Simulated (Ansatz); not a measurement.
Gas-phase electronic energies from Ansatz, PBE0-D4/def2-TZVP geometries. CCSD(T)/CBS is the MP2 limit (def2-TZVPP, def2-QZVPP) plus CCSD(T) − MP2 in def2-TZVPP, frozen cores. This one scheme is used for every species. Functionals use def2-TZVPP. B3LYP here is the variant with VWN-RPA as its local correlation; programs differ in this. Elements past krypton have def2 core potentials. For Sn outer-core shells are correlated without core-valence functions, which leaves a few kJ/mol of doubt a bond. One conformer a species, not always the lowest.

Consider the formal exchange of groups at a C–B bond: `CC(Cl)BS` + `[SnH4]` → `C[CH](Cl)[SnH3]` + `BS`.

`CC(Cl)BS`:

Z-matrix (Å, degrees):
```
C
C 1 1.507
H 1 1.094 2 109.5
H 1 1.091 2 111.2 3 -119.5
H 1 1.092 2 111.6 3 120.2
Cl 2 1.816 1 110.1 3 -178.9
B 2 1.576 1 120.3 3 -64.4
H 2 1.092 1 110.5 3 66.2
S 7 1.773 2 125.8 1 -13.0
H 7 1.193 2 119.4 1 167.8
H 9 1.345 7 99.4 2 2.1
```

`[SnH4]`:

```xyz
5

Sn    0.000    0.000    0.000
H     0.566    0.039   -1.607
H    -0.683   -1.527    0.325
H    -1.182    1.208    0.215
H     1.299    0.280    1.067
```

`C[CH](Cl)[SnH3]`:

Z-matrix (Å, degrees):
```
C
C 1 1.511
H 1 1.093 2 111.1
H 1 1.094 2 109.8 3 -119.6
H 1 1.092 2 111.5 3 120.5
Cl 2 1.797 1 110.3 3 -57.6
Sn 2 2.167 1 113.8 3 -178.8
H 2 1.090 1 110.8 3 58.4
H 7 1.705 2 107.6 1 59.7
H 7 1.712 2 108.9 1 -59.3
H 7 1.703 2 109.4 1 -179.6
```

`BS`:

Cartesian coordinates in Å:
```
B 0.310 0.183 0.454
S -1.069 -0.611 -0.309
H 0.305 0.199 1.646
H 1.184 0.668 -0.193
H -0.730 -0.439 -1.599
```

| level | ΔE (kcal/mol) | difference from CCSD(T)/CBS |
| --- | --- | --- |
| PBE-D4 | 7.9 | 2.7 |
| r2SCAN-D4 | 8.2 | 3.0 |
| PBE0-D4 | 8.2 | 3.0 |
| B2PLYP | 6.6 | 1.4 |
| PBE | 7.6 | 2.4 |
| PBE0 | 7.9 | 2.7 |
| B3LYP | 6.9 | 1.7 |
| MP2/def2-TZVPP | 5.9 | 0.7 |
| CCSD/def2-TZVPP | 6.7 | 1.5 |
| CCSD(T)/def2-TZVPP | 6.7 | 1.5 |
| HF/def2-QZVPP | 6.7 | 1.5 |
| MP2/def2-QZVPP | 4.9 | -0.3 |
| SCS-MP2/def2-QZVPP | 4.8 | -0.4 |
| HF/CBS(def2) | 6.7 | 1.5 |
| MP2/CBS(def2) | 4.3 | -0.9 |
| CCSD/CBS(def2) | 5.2 | 0.0 |
| CCSD(T)/CBS | 5.2 | 0 |

Largest T1 diagnostic among the species: 0.015.
